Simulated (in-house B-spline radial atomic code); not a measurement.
# RPA and G0W0 on Hartree-Fock: Ce V (Ce4+)

Configuration [Kr] 4d10 5s2 5p6, mean-field start Hartree-Fock. Computed with an all-electron radial atomic-structure program (B-spline basis): all electrons, scalar-relativistic (spin-free one-electron X2C), finite nucleus, each spin shell either full or empty, empty states to l = 9 with an (l + 1/2)⁻⁴ tail; G0W0 by contour deformation at full frequency.

Spin-orbit coupling, left out, splits p levels strongly here.

Command:
```bash
python run_gw.py task.json out
```
Settings (radii: box in bohr, nucleus in fm):
```
Z                        58
electrons                54
configuration            [Kr] 4d10 5s2 5p6
hamiltonian              x2c
method                   hf
lmax                     9
rms_radius               4.8771
spin_polarised           False
box_radius               11.96
intervals                67
```

Time taken, with all properties: 5.5 s on 1 thread of Arm Neoverse N1, on a shared host.

Energies (hartree):

```
                                     term        value
                         mean-field total  -8853.83729
Hartree-Fock functional on these orbitals  -8853.83729
                      direct second order      -4.5416
                    second-order exchange       1.2384
                         SOSEX correction        1.173
```

(1) What is the RPA correlation energy, and what remains with SOSEX?

Quasi-particle levels (eV):

```json
{"level": "5p", "occupied": "yes", "mean field": "-66.22", "Σx - vxc": "0.00", "Σc": "?", "QP weight": "?", "G0W0": "?"}
{"level": "5s", "occupied": "yes", "mean field": "-89.57", "Σx - vxc": "0.00", "Σc": "2.30", "QP weight": "0.893", "G0W0": "-87.27"}
{"level": "4d", "occupied": "yes", "mean field": "-170.37", "Σx - vxc": "0.00", "Σc": "1.73", "QP weight": "0.892", "G0W0": "-168.64"}
{"level": "4f", "occupied": "no", "mean field": "-32.31", "Σx - vxc": "0.00", "Σc": "-4.67", "QP weight": "0.963", "G0W0": "-36.98"}
```

G0W0 = mean field + (Σx - vxc) + Σc, with Σc (partial-wave tail included) taken at the quasi-particle energy. Only the outer levels were computed. Levels of low weight are left out.

(2) Where does G0W0 put 5p?

Answers

(1) RPA gives -4.0865 hartree (-2.06 eV per electron); RPA + SOSEX gives -2.9135, and the second-order doubles (MP2) -3.3032 hartree. RPA lacks exchange-type terms and so overcorrelates at short range.

(2) At -67.22 eV, with Σc = -0.99 eV and a quasi-particle weight of 0.965. The tabulated removal energy is 65.55 ± 0.25 eV (NIST, semi-empirical); the calculation leaves out spin-orbit coupling, Breit and QED terms, and what these don't explain is the method's own error.
